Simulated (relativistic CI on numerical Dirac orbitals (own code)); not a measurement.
**Sensitivity of the levels of Er29+ to α and to the nuclear radius**

Computed by Dirac-Coulomb-Breit CI, orbitals from a KLI potential per configuration, derivatives by finite differences, unscaled Slater integrals, QED left out (own radial code, finite nucleus).

Configurations in the expansion (outside the closed core [Ar] 3d10): 4s2.4p6.4d3, 4s2.4p5.4d4, 4s2.4p6.4d2.4f, 4s2.4p6.4d.4f2, 4s.4p6.4d4, 4p6.4d5, 4s2.4p6.4d2.5s, 4s2.4p6.4d.4f.5s. Levels of other configurations are missing.

With x = (α/α₀)² − 1 an excitation energy changes as ω = ω₀ + qx; K = 2q/ω₀ is the relative enhancement. Terms are leading LS components, so labels can repeat. The field-shift factor is F = δν/δ⟨r²⟩ for the transition from the lowest level.

Lowest level 4s2.4p6.4d3 4F_3/2.

```
              Level  ω₀ (cm⁻¹)  q (cm⁻¹)       K  F (GHz/fm²)
 4s2.4p6.4d3 4F_5/2      68690     87080    2.54         1.83
 4s2.4p6.4d3 4P_3/2      88002     80900    1.84          1.5
 4s2.4p6.4d3 4F_7/2      95384     94760    1.99            2
 4s2.4p6.4d3 4P_1/2     100877     85040    1.69         1.44
 4s2.4p6.4d3 2G_9/2     101740     87680    1.72         2.04
 4s2.4p6.4d3 4P_5/2     150916    111000    1.47         2.02
 4s2.4p6.4d3 4F_7/2     165977    168300    2.03         3.49
 4s2.4p6.4d3 4F_9/2     176881    175900    1.99          3.9
 4s2.4p6.4d3 4P_3/2     187130    174000    1.86         3.16
 4s2.4p6.4d3 2P_1/2     195259    175100    1.79         3.39
4s2.4p6.4d3 2H_11/2     207159    174700    1.69         4.14
 4s2.4p6.4d3 2D_5/2     207985    159100    1.53         2.61
 4s2.4p6.4d3 2F_5/2     220595    178300    1.62         3.26
 4s2.4p6.4d3 2F_7/2     230017    171800    1.49         3.35
 4s2.4p6.4d3 2D_3/2     265787    207800    1.56         4.41
 4s2.4p6.4d3 2G_9/2     269833    262100    1.94         5.46
 4s2.4p6.4d3 2D_3/2     314334    234300    1.49         4.41
 4s2.4p6.4d3 2D_5/2     337052    253800    1.51         5.32
4s2.4p5.4d4 4P°_3/2    1076532     51810  0.0963         6.97
4s2.4p5.4d4 6D°_5/2    1118758    139400   0.249         8.64
4s2.4p5.4d4 6D°_7/2    1137421    159500    0.28         9.16
4s2.4p5.4d4 6D°_1/2    1144539    144200   0.252         7.58
4s2.4p5.4d4 6D°_9/2    1147900    153100   0.267         9.32
```

At this charge energies of transitions that change n are usually good to better than 1 %, and those within a shell (Δn = 0) to a few per cent. Terms inside the open d or f shell come out 10 to 20 % too wide with unscaled integrals.
